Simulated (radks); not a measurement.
Neutral dysprosium inside a hard spherical wall (all orbitals vanish at R), configuration held at [Xe] 4f10 6s2 and not refilled when levels cross. Calculated with a radial shooting solver on a logarithmic mesh with Libxc functionals: scalar-relativistic Kohn-Sham, r2SCAN, spin-polarised, spherical densities, finite nucleus; open shells are filled with parallel spins first (spin-orbit coupling, left out, can overturn this in heavy ions); meta-GGA in the generalised Kohn-Sham scheme; Fermi nuclear charge, rms radius 5.2218 fm. Eigenvalues in eV for spin up, with the zero of energy where the potential of the charges vanishes at infinity; a dash marks a level that is unbound or too diffuse for the functional's potential to be trusted. A positive occupied level is held by the wall or, in an anion where self-interaction has pushed it up, behind a barrier. The pressure on the wall is -dE/dV.

| R (bohr) | E (hartree) | kinetic (hartree) | e(5s) | e(5p) | e(4f) | e(6s) | e(5d, empty) | e(6p, empty) | pressure (GPa) |
|---|---|---|---|---|---|---|---|---|---|
| free | -12157.5502 | 13114.766 | -51.426 | -27.000 | -4.742 | -3.912 | -1.170 | -1.065 | 0 |
| 20 | -12157.5502 | 13114.766 | -51.425 | -27.000 | -4.742 | -3.912 | -1.170 | -1.065 | < 0.0001 |
| 15 | -12157.5502 | 13114.766 | -51.423 | -26.998 | -4.739 | -3.911 | -1.168 | -1.060 | 0.000171 |
| 6 | -12157.4365 | 13115.314 | -49.025 | -24.665 | -2.363 | -1.277 | 1.197 | 3.555 | 6.94 |
| 5 | -12157.2514 | 13116.014 | -47.215 | -22.958 | -0.498 | 1.916 | 3.269 | 8.535 | 28.0 |
| 4 | -12156.6708 | 13118.164 | -43.652 | -19.615 | 3.419 | 10.565 | 7.903 | 20.885 | 152 |
| 3.5 | -12155.9029 | 13121.050 | -40.206 | -16.250 | 7.460 | 20.653 | 12.784 | 34.228 | 423 |
| 2.5 | -12149.7352 | 13143.152 | -21.891 | 3.928 | 29.452 | 84.224 | 41.351 | 109.83 | 5330 |
| 2 | -12136.6017 | 13185.847 | 7.854 | 39.040 | 60.048 | 189.08 | 88.158 | 225.92 | 26500 |
